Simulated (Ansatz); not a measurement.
## Match the barriers

Saddle point of Si$_{2}$H$_{6}$SO, singlet (Si₂H₆SO ([OH][SiH]([SiH3])[SH]) → Si₂H₄O ([O][SiH][SiH3]) + H₂S (still joined by a long Si–S bond); bonds formed: S2–H4; bonds broken: O3–H4; bonds weakened to dative contacts: Si1–S2), PBE0-D4/def2-TZVP structure:

```csv
atom,x (Å),y (Å),z (Å)
Si1,-0.1264,0.8410,0.0313
S2,1.0657,-0.1306,-1.8838
O3,-1.1859,1.3935,-0.9613
H4,-0.1507,0.5883,-2.0746
H5,0.9553,1.7101,0.5915
Si6,-0.5282,-1.0413,1.3752
H7,1.8127,0.9725,-2.0629
H8,0.7498,-1.5291,1.9624
H9,-1.1302,-2.1179,0.5455
H10,-1.4622,-0.6865,2.4767
```

Computed with Ansatz 0.2.0 (basis: def2-TZVPP, with def2-QZVPP for the basis limit); correlated methods freeze the cores. Extrapolation: Hartree–Fock as exp(−7.88 √X), correlation as X^−2.97. Four methods, as single points on the PBE0-D4 structures, gave these electronic barriers from the start structure: 1.978, 2.171, 2.483, 2.836 eV.

Task: The methods were, in alphabetical order, BHLYP-D4, BLYP-D4, HF, r2SCAN-D4. Which gave which? (A judgement: the text doesn't fix the answer.)

Result: Computed: BLYP-D4 1.978; r2SCAN-D4 2.171; BHLYP-D4 2.483; HF 2.836 eV. For comparison, CCSD(T) at an estimated basis limit (MP2 extrapolated from triple and quadruple zeta, plus CCSD(T) − MP2 in triple zeta) gives 2.300 eV.

No T1 diagnostic of these runs exceeds 0.018.

Labels in which every atom is bracketed show which atoms are joined, not bond orders.

For scale, one of the runs: CCSD(T)/def2-TZVPP, 241 basis functions, launched by `ansatz run in.yaml --threads 4 --pin off --events-out ev --progress --plain --max-ram 9574MiB`. Hardware: 4 CPU threads of an Arm Neoverse V2, shared host. Wall time 64 s; peak host memory 4.2 GiB.
